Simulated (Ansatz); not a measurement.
Energy needed to pull apart NH₃TeO (SMILES N[Te]O), closed shell, into free ground-state atoms, from the structure below (displaced at random from a GFN2-xTB minimum); no zero-point or spin–orbit terms; open-shell atoms are treated unrestricted, in their ground-state multiplicity.

```
atom    x (Å)    y (Å)    z (Å)
  N1  -0.7633   0.4996  -0.4404
 Te2  -0.1436  -1.0642   0.1224
  O3   1.8484  -0.3851   0.5446
  H4  -0.4809   0.8308  -1.4640
  H5  -1.8106   0.7121  -0.1136
  H6   1.4896   0.1457   1.3532
```

Ansatz 0.2.0; basis: def2-TZVPP; cores frozen in the correlated methods. Filled d shells of the heavier atoms are correlated. Core potentials replace the inner electrons of the atoms past krypton. The def2 sets are not built for correlating such inner shells, so the correlated values are less sure here. B3LYP uses VWN-RPA correlation.

```tsv
method	atomization energy (kJ/mol)
PBE-D4	1684
r2SCAN-D4	1587
PBE0-D4	1579
B3LYP-D4	?
r2SCAN0-D4	1506
wB97M-V	?
HF	786
MP2	1567
CCSD	1472
CCSD(T)	1526
```

What does wB97M-V give? (Judge from chemistry; the value comes from the calculation.)

By the calculation: 1593 kJ/mol, which is about 67 kJ/mol more than CCSD(T)/def2-TZVPP.

What does B3LYP-D4 give? (To be estimated.)

The calculation gives: 1604 kJ/mol, which is about 78 kJ/mol more than CCSD(T)/def2-TZVPP.

In triple zeta the MP2 and coupled-cluster atomization energies are still short of their basis limit by a few kcal/mol a bond, whereas those of the functionals are nearly converged, so these differences are not deviations from converged CCSD(T).

T1 diagnostic: at most 0.016.

For scale, one of the runs: CCSD(T)/def2-TZVPP forces, 154 basis functions (an equivalent command: `ansatz run in.yaml --threads 4`). Time: 2.7 min of wall clock on 4 CPU threads; the host was shared. Peak host memory: 2.3 GiB.
